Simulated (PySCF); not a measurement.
Calculation: PySCF with TPSSh-D3(BJ)/def2-TZVP // B3LYP-D3(BJ)/def2-SVP. Isolated molecules, 0 K electronic values unless said otherwise. One relaxed conformer stands for a flexible species; it need not be the lowest. Delta-SCF ions had no search for a lower state. Excitations are Tamm–Dancoff values on a coarser integration grid. The basis has no diffuse functions, so Rydberg states are missing or too high.

Reference species (SMILES): `c1c(C=C)c(B)c2c(c1)ccs2` (neutral, multiplicity 1).

| Quantity | Result |
|---|---|
| T1 excitation (TDA) | 2.58 eV |
| vertical ionisation energy (Delta-SCF) | 7.73 eV |
| S1 excitation (TDA) | 3.41 eV |
| S1–T1 gap (TDA) | 0.84 eV |

Changed species: `c12cc(C=C)c(cc2scc1)B`.

**Question.** Give the shifts of the T1 excitation (TDA), vertical ionisation energy (Delta-SCF), S1 excitation (TDA) and S1–T1 gap (TDA).

**Answer.** the T1 excitation (TDA) goes up by 0.24 eV, to 2.82 eV; the vertical ionisation energy (Delta-SCF) is nearly the same; the S1 excitation (TDA) rises by 0.05 eV, to 3.46 eV; the S1–T1 gap (TDA) falls by 0.19 eV, to 0.65 eV.
